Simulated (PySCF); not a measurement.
# Static response to an electric field

Compound: C5H16BN.
Structure used (PBE0-D3(BJ)/def2-SVP), in Å, numbered top down from 1:
```xyz
23
C5H16BN angstrom
C      1.574    1.626    0.623
C      1.135    0.728   -0.525
C      0.219   -0.460   -0.167
C     -0.077   -1.217   -1.466
C      0.943   -1.412    0.787
B     -1.170   -0.011    0.559
N     -1.916    1.092   -0.388
H      2.180    1.073    1.357
H      0.716    2.040    1.175
H      2.187    2.466    0.260
H      0.639    1.351   -1.298
H      2.036    0.340   -1.038
H     -0.583   -0.582   -2.219
H     -0.726   -2.088   -1.281
H      0.847   -1.580   -1.951
H      0.326   -2.301    0.990
H      1.904   -1.762    0.366
H      1.152   -0.939    1.758
H     -1.024    0.558    1.637
H     -1.972   -0.938    0.646
H     -2.818    1.356    0.006
H     -2.076    0.720   -1.326
H     -1.351    1.937   -0.484
```

Level: CAM-B3LYP/def2-SVPD (PySCF), static field, nuclei fixed, core orbitals frozen in the response. The polarisability tensor in these axes (au):

```
x   91.95  0.46  1.38
y    0.46 91.14  1.53
z    1.38  1.53 86.97
```

Q: Diagonalise the tensor; give its mean and Δα, where Δα² is half the sum of the squared differences of the eigenvalues.

A: Principal values 86.22, 91.03 and 92.81 au; mean 90.02 au = 13.34 Å³ = 14.84 × 10⁻⁴⁰ C²·m²/J; Δα = 5.90 au (7 % of the mean).

Q: What is the dipole moment, and where does it point?

A: (-2.46, 3.26, -2.55) D, 4.82 D in size, pointing from the negative to the positive side. Measured along this direction, the outermost atoms are H17 and H16 at the negative end and H21, H23 and H22 at the positive end.

Q: In TDDFT the mean static polarisability is Σ f/ω² over all singlet excitations (ω in hartree). How much of it do the 6 lowest give? Their energies (eV) and oscillator strengths: 6.13, 0.0064; 6.51, 0.0098; 7.50, 0.0149; 7.56, 0.0034; 7.67, 0.0092; 7.73, 0.0576.

A: They add up to 1.37 au, 1.5 % of the 90.02 au; the largest single term is 0.71 au, from the state at 7.73 eV. Terms in order: 0.13, 0.17, 0.20, 0.04, 0.12, 0.71 au. Higher excitations give the rest. The strengths listed sum to 0.101.

Q: What molar refraction does this α imply?

A: Lorentz–Lorenz: R = (4π/3)N_A α = 2.5225 cm³/(mol·Å³) × 13.34 Å³ = 33.6 cm³/mol, in the limit of long wavelengths.

Q: Refractivity n − 1 of an ideal gas of it at 273.15 K and 1 atm, from the electronic α?

A: N = p/kT = 2.6868 × 10¹⁹ cm⁻³, so n − 1 = 2π × N × 13.34 × 10⁻²⁴ cm³ = 2252 × 10⁻⁶ at long wavelengths.

Q: What depolarisation ratio follows for Rayleigh scattering of linearly polarised light, taking the static tensor?

A: ρ = 3Δα²/(45ᾱ² + 4Δα²) = 104.4/(364647 + 139.2) = 0.000286.

One conformer (not necessarily the lowest) at the PBE0-D3(BJ)/def2-SVP geometry, without solvent, vibrations or thermal averaging.
